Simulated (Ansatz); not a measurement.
A nudged elastic band was laid between two geometries of C$_{2}$H$_{7}$NOSi$_{2}$ (13 atoms, charge 0, multiplicity 1).

Theory: Ansatz 0.2.0, RKS PBE/def2-SVP.

```
movable images  : 5
climbing image  : yes
spring          : 5.0 eV/Å²
optimiser       : quadratic models (default)
start path      : through a guess of the saddle point
force threshold : 0.03 eV/Å
iteration limit : 60
end points      : relaxed
```

Initial state:

```xyz
13
Properties=species:S:1:pos:R:3
C -0.721 -0.030 2.130
Si 0.576 -0.077 0.785
N 0.304 -1.457 -0.332
C 0.116 -1.091 -1.553
Si 0.178 0.821 -1.868
O 0.463 1.264 -0.261
H -0.653 -0.943 2.756
H -1.740 0.023 1.696
H -0.573 0.851 2.787
H 1.960 -0.178 1.358
H -0.069 -1.870 -2.333
H 1.297 1.258 -2.774
H -1.117 1.394 -2.376
```

Final state:

```xyz
13
Properties=species:S:1:pos:R:3
C -0.647 0.151 2.171
Si 0.865 0.473 1.018
N 0.660 -1.062 -0.074
C 0.407 -0.939 -1.366
Si 0.080 0.884 -1.803
O 0.211 1.485 -0.251
H -0.467 -0.739 2.811
H -1.590 0.009 1.602
H -0.771 1.020 2.850
H 0.908 -2.000 0.276
H 0.474 -1.830 -2.017
H 1.144 1.411 -2.733
H -1.254 1.101 -2.471
```

Question: Which bonds break or form, and what moves?

Answer: Bonds broken: Si2–H10. Bonds formed: N3–H10.

Question: Give the energies along the band, and the barrier.

Answer: It converged. The highest image is number 4 of 0 to 6, 2.43 eV above the first end and 1.47 eV above the last; the last end lies 0.96 eV above the first. A vibrational analysis at the climbing image gives one clearly imaginary mode, 1332i cm⁻¹: a first-order saddle point. The orbitals stay closed-shell, which can raise the energy where a bond breaks towards radicals; this wasn't checked here.

```json
{"image": "0", "path coordinate (Å)": "0.00", "energy (eV)": "0.00", "Si2–H10 (Å)": "1.50", "N3–H10 (Å)": "2.69"}
{"image": "1", "path coordinate (Å)": "0.55", "energy (eV)": "0.05", "Si2–H10 (Å)": "1.50", "N3–H10 (Å)": "2.59"}
{"image": "2", "path coordinate (Å)": "1.11", "energy (eV)": "0.33", "Si2–H10 (Å)": "1.50", "N3–H10 (Å)": "2.34"}
{"image": "3", "path coordinate (Å)": "1.66", "energy (eV)": "1.28", "Si2–H10 (Å)": "1.55", "N3–H10 (Å)": "1.88"}
{"image": "4", "path coordinate (Å)": "2.21", "energy (eV)": "2.43", "Si2–H10 (Å)": "1.76", "N3–H10 (Å)": "1.32"}
{"image": "5", "path coordinate (Å)": "2.96", "energy (eV)": "1.26", "Si2–H10 (Å)": "2.33", "N3–H10 (Å)": "1.03"}
{"image": "6", "path coordinate (Å)": "3.71", "energy (eV)": "0.96", "Si2–H10 (Å)": "2.58", "N3–H10 (Å)": "1.03"}
```

Question: What is the geometry of the highest image?

Answer: 
```xyz
13
Properties=species:S:1:pos:R:3
C -0.713 0.155 2.286
Si 0.512 0.087 0.856
N 0.328 -1.323 -0.237
C 0.348 -1.048 -1.537
Si 0.112 0.814 -1.876
O 0.256 1.352 -0.260
H -0.648 -0.779 2.877
H -1.743 0.273 1.890
H -0.485 1.010 2.952
H 1.422 -1.375 0.496
H 0.651 -1.837 -2.254
H 1.199 1.430 -2.719
H -1.220 1.205 -2.459
```

Question: What are the harmonic wavenumbers there?

Answer: 1332i, 114, 126, 153, 233, 392, 404, 466, 552, 618, 636, 652, 666, 703, 728, 765, 774, 812, 900, 927, 958, 1194, 1242, 1366, 1374, 1396, 1633, 2142, 2151, 2978, 3038, 3087, 3096 cm⁻¹.

Time of the run: 110 s on 2 threads of Intel(R) Xeon(R) Platinum 8488C (Sapphire Rapids) (shared host), peak memory 0.19 GiB.
